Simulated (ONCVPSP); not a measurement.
Which change was made? (Ta, ONCV)

```json
{
 "Element": "tantalum",
 "Generator": "ONCVPSP 4.0.1",
 "Type": "optimised norm-conserving Vanderbilt (ONCV)",
 "Functional": "PBEsol",
 "Relativity": "fully relativistic",
 "Frozen core": "[Kr] 4d10 4f14 5s2",
 "Valence charge": "11",
 "Reference configuration": "5p6 5d3 6s1 (charge +1)",
 "Partial waves": "6s: rc 2.65 bohr, ncon 4, nbas 8, qcut 2.3 1/bohr, 2 projectors, debl 0.8 Ha; 5p: rc 1.60 bohr, ncon 3, nbas 7, qcut 7.1 1/bohr, 2 projectors, debl 0.9 Ha; 5d: rc 2.70 bohr, ncon 4, nbas 9, qcut 5.5 1/bohr, 2 projectors, debl 1.9 Ha",
 "Local potential": "polynomial inside 1.40 bohr (lpopt 5, dvloc0 1 Ha)",
 "Core correction": "Teter function fitted to the true core (icmod 2), fcfact 0.45"
}
```

Open shells are filled in proportion to 2j + 1.

In the p channel the program set the typed energies aside and used -1.624, 0.250 Ha (j = l + 1/2; the other j can differ).

Cutoffs, loose and tight: the cutoffs (Ha) at which the residual kinetic energy of the hardest occupied pseudo-wave falls to 1 and 0.1 mHa per electron. They do not see the model core or the augmentation charge, which bear on the density cutoff. Test errors are all-electron minus pseudo excitation energies from the reference, over the configurations 5p6 5d3 6s2; 5p6 5d3 6s0; 5p6 5d2 6s0; 5p6 5d3 6s1.5; variants that change the core or the reference have their own tests.

The base gives: outcome: generated, projector energies reset by the program; cutoff, loose: 18 Ha; cutoff, tight: 22 Ha; bound ghosts: s; GHOST(+) flags above zero: none; largest test error (meV): +31.

Question: After one change the result is: outcome: generated; cutoff, loose: 336 Ha; cutoff, tight: 367 Ha; bound ghosts: s, p3/2, p1/2, f5/2; GHOST(+) flags above zero: s, d5/2, d3/2; largest test error (meV): -3.0. Which change was it?
A. p: rc 2.14
B. core [Kr] 4d10, valence charge 27; reference 4f14 5s2 5p6 5d3 6s0.5; waves now 5s+6s: rc 1.75 bohr, ncon 4, nbas 8, qcut 5.7 1/bohr, 2 projectors; 5p: rc 1.35 bohr, ncon 4, nbas 8, qcut 6.1 1/bohr, 3 projectors, debl 3 Ha; 5d: rc 2.30 bohr, ncon 4, nbas 9, qcut 6.7 1/bohr, 3 projectors, debl 1.6 Ha; 4f: rc 0.60 bohr, ncon 4, nbas 8, qcut 28.1 1/bohr, 1 projector; local potential polynomial inside 0.50 bohr (lpopt 3, dvloc0 4 Ha)
C. core correction Teter function fitted to the true core (icmod 2), fcfact 1.08

Answer: B. The others give: core correction Teter function fitted to the true core (icmod 2), fcfact 1.08 → outcome: generated, projector energies reset by the program; cutoff, loose: 18 Ha; cutoff, tight: 22 Ha; bound ghosts: s; GHOST(+) flags above zero: none; largest test error (meV): +40 | p: rc 2.14 → outcome: generated, projector energies reset by the program; cutoff, loose: 13 Ha; cutoff, tight: 19 Ha; bound ghosts: s; GHOST(+) flags above zero: none; largest test error (meV): +31.
